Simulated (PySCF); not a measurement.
Br2Hf, SMILES [Br][Hf][Br], multiplicity 1.

Geometry: PBE-D3(BJ)/def2-SVP. The multiplicity is an assumed one; other spin states were not compared. The def2 effective core potentials stand for the cores of Hf; spin–orbit coupling is left out.

The numbers are results of PySCF with PBE/def2-TZVPD, not measurements.

Symmetry labels are those of the subgroup C2v that the program uses (full group C2v).

**Question.** List the valence orbital energies around the gap with their symmetry. (An estimate is asked for; the answer gives what the named calculation found.)

**Answer.** 
```tsv
orbital	symmetry	energy (eV)
HOMO−7	B2	-19.15
HOMO−6	A1	-9.59
HOMO−5	B2	-8.42
HOMO−4	A2	-8.18
HOMO−3	B2	-7.94
HOMO−2	A1	-7.92
HOMO−1	B1	-7.87
HOMO	A1	-5.03
LUMO	B1	-4.08
LUMO+1	A1	-4.08
LUMO+2	A2	-3.20
LUMO+3	B2	-3.13
```
